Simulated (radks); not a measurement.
Isoelectronic series with 30 electrons, each ion in its NIST ground configuration. Calculated with a radial shooting solver on a logarithmic mesh with Libxc functionals: Dirac Kohn-Sham, PBEsol, spin-unpolarised, spherical densities, point nucleus. Total energies (hartree) and mean radii <r> (bohr):

ion   configuration  E (hartree)  4s1/2   3d5/2   3d3/2
Zn    [Ar] 3d10 4s2  -1794.66613  2.642  0.9154  0.9067
Ga+   [Ar] 3d10 4s2  -1942.33102  2.210  0.8104  0.8041
Ge2+  [Ar] 3d10 4s2  -2096.55146  1.937  0.7339  0.7288
As3+  [Ar] 3d10 4s2  -2257.31275  1.740  0.6742  0.6697
Se4+  [Ar] 3d10 4s2  -2424.61466  1.587  0.6254  0.6213
Br5+  [Ar] 3d10 4s2  -2598.46538  1.464  0.5844  0.5806
Kr6+  [Ar] 3d10 4s2  -2778.87860  1.362  0.5493  0.5456
Rb7+  [Ar] 3d10 4s2  -2965.87192  1.274  0.5187  0.5152
Sr8+  [Ar] 3d10 4s2  -3159.46597  1.199  0.4917  0.4883
